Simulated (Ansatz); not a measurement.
```xyz
11

C     1.602    0.009    0.948
S     1.420   -0.218   -0.843
Si   -0.616    0.373   -1.067
N    -1.774   -0.553   -0.213
H     0.877   -0.596    1.493
H     1.489    1.059    1.222
H     2.606   -0.319    1.215
H    -0.822    0.276   -2.533
H    -0.801    1.761   -0.570
H    -1.855   -1.549   -0.327
H    -2.127   -0.243    0.676
```

The species carries charge 0 and has multiplicity 1.

Task: List the CAM-B3LYP/def2-TZVPP orbital energies in eV (the Gaussian-basis code of Ansatz). (Best estimate.)

Result: Ansatz gave: Occupied: -2419.22, -1801.34, -391.05, -279.47, -217.27, -161.86, -161.75, -161.65, -145.82, -101.16, -101.15, -101.13, -25.46, -23.28, -19.47, -16.38, -15.49, -13.74, -13.61, -12.82, -11.74, -10.97, -10.21, -8.88, -8.07. Lowest empty: 1.24, 1.88, 2.28, 2.84, 3.03, 3.24, 3.49, 3.91.
